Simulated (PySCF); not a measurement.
**Rubidium: a sound run and one with changed settings**

Sound run: Rb [Kr] 5s1, Rb+ [Kr]. Calculation: PySCF 2.14, in x2c-TZVPall; the spin-free X2C one-electron Hamiltonian (Gaussian nucleus). The sound run starts from symmetry-adapted Hartree-Fock orbitals and uses a fine grid where one is needed.

Changed run: radial step 0.8 in ln r (0.13 in the sound run). This setting is unsound on purpose.

```csv
species,method,sound run (hartree),changed run (hartree),converged
Rb,UHF,-2979.11708,-2979.11708,yes
Rb,TPSS,-2980.87292,-2981.14785,yes
Rb,PBE0,-2980.68227,-2980.86322,yes
Rb+,UHF,-2978.97750,-2978.97750,yes
Rb+,TPSS,-2980.72343,-2981.00243,yes
Rb+,PBE0,-2980.52797,-2980.71368,yes
```

Ionisation energy of Rb:

```
method  sound run (eV)  changed run (eV)
   UHF           3.798             3.798
  TPSS           4.068             3.957
  PBE0           4.199             4.069
```

A coarse radial grid mis-integrates the density and the exchange-correlation energy, with errors of either sign; Hartree-Fock needs no grid.

For comparison, NIST gives 4.177 eV between the lowest levels.
